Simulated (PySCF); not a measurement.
# Working with the constants of AsPb⁺

UHF-CCSD(T) constants of AsPb⁺, ³Σ⁻ (triplet), unpaired electrons π ↑↑ (basis As def2-SVP, Pb def2-SVP with ECP60; scalar-relativistic core potentials; PySCF 2.14; masses 74.9216 and 207.9766 u):

* ωe: 188.4 cm⁻¹
* ωexe: 0.482 cm⁻¹
* Be: 0.040667 cm⁻¹
* αe: 0.000128 cm⁻¹
* D (centrifugal): 7.58e-09 cm⁻¹

Question: Give the vibrational terms G(v) and spacings up to v = 6.

Answer: G(v) = ωe(v+½) − ωexe(v+½)².

| v | G(v) (cm⁻¹) | G(v) − G(v−1) | Bv (cm⁻¹) |
| --- | --- | --- | --- |
| 0 | 94.1 |  | 0.04060 |
| 1 | 281.5 | 187.4 | 0.04048 |
| 2 | 468.0 | 186.5 | 0.04035 |
| 3 | 653.5 | 185.5 | 0.04022 |
| 4 | 838.0 | 184.5 | 0.04009 |
| 5 | 1021.6 | 183.6 | 0.03996 |
| 6 | 1204.2 | 182.6 | 0.03984 |

Correlated steps freeze 13 core orbitals. Spin–orbit coupling is left out, which matters for elements this heavy, above all for dissociation energies. The state was picked by a PBE0 search and need not be the measured ground state.
